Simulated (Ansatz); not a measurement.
H2B2Si, SMILES `B1=[SiH]B1` (charge 0, multiplicity 1).

Cartesian coordinates (Å):
SMILES: B1=[SiH]B1
```xyz
5

B     -0.2910     1.3511     0.0805
Si     0.9849     0.1225     0.0153
B     -1.0607     0.0315    -0.0080
H      2.2344    -0.6798    -0.0230
H     -1.8676    -0.8252    -0.0648
```
Charge 0, spin multiplicity 1.

Frozen-core energies in 6-31g from Ansatz (a program for electronic structure) at a geometry from B3LYP-D3(BJ)/def2-TZVP; the HF reference has <S^2> = 0.00 (restricted, and unstable towards unrestricted orbitals) and the T1 diagnostic is 0.022.

| level | energy (Ha) |
|---|---|
| HF | -339.22045 |
| MP2 | -339.40320 |
| CCSD | -339.42673 |
| CCSD(T) | -339.43938 |

Problem. Estimate the energies of CCSDT, CCSDT(Q) and CCSDTQ, and give each level's difference from CCSDTQ.

Solution. 
| level | energy (Ha) | difference from CCSDTQ (mHa) |
|---|---|---|
| MP2 | -339.40320 | 37.71 |
| CCSD | -339.42673 | 14.18 |
| CCSD(T) | -339.43938 | 1.54 |
| CCSDT | -339.44006 | 0.86 |
| CCSDT(Q) | -339.44095 | -0.03 |
| CCSDTQ | -339.44092 | 0.00 |
